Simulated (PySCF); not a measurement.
## Computed properties of C3H11AlO, SMILES [CH3][Al]([CH3])([CH3])<-[OH2]

Al(Me)3(OH2) (C₃H₁₁AlO), SMILES [CH3][Al]([CH3])([CH3])<-[OH2] (connectivity only; charge and spin as stated), neutral, multiplicity 1. Geometry optimised at B3LYP-D3(BJ)/def2-SVP. The isomer is the one that the SMILES or the coordinates give; other isomers of the formula were not compared. One conformer was computed; it need not be the lowest. All values are computed for the isolated molecule unless a solvent is named; none is compared with measurement here.

**Structure.** The optimised structure has Cs symmetry. All 42 harmonic modes at B3LYP-D3(BJ)/def2-SVP (PySCF) are real, so it is a minimum.

**Vibrations.** The strongest infrared lines (harmonic, unscaled, degenerate partners summed) lie at 423 cm⁻¹ (288 km/mol, H 83 %, O 16 %), 755 cm⁻¹ (195 km/mol, H 52 %, Al 27 %, C 19 %), 748 cm⁻¹ (192 km/mol, H 50 %, Al 27 %, C 22 %). The softest mode is at 87 cm⁻¹ and the zero-point energy is 81.7 kcal/mol.

**Electronic structure.** r2SCAN/def2-TZVP (PySCF) places the frontier levels at -5.88 and -0.57 eV, a gap of 5.31 eV, and gives a dipole moment of 4.10 D and a mean polarisability of 72.0 bohr³.

**Excitations.** TDA-B3LYP/def2-SVPD (PySCF) has S1 at 4.89 eV (253 nm, f = 0.012, weak); the most intense of the 10 singlets computed lies at 6.42 eV (f = 0.07). T1 (TDA) is at 4.82 eV, 0.07 eV under S1. No vertical singlet excitation falls in the visible range (under 3.1 eV).

**NMR.** GIAO shifts at HF/pcSseg-1 (PySCF) (non-relativistic, atoms alike by connectivity averaged): ¹³C at -7.5 ppm against TMS; ¹H from -0.4 to 3.7 ppm against TMS.
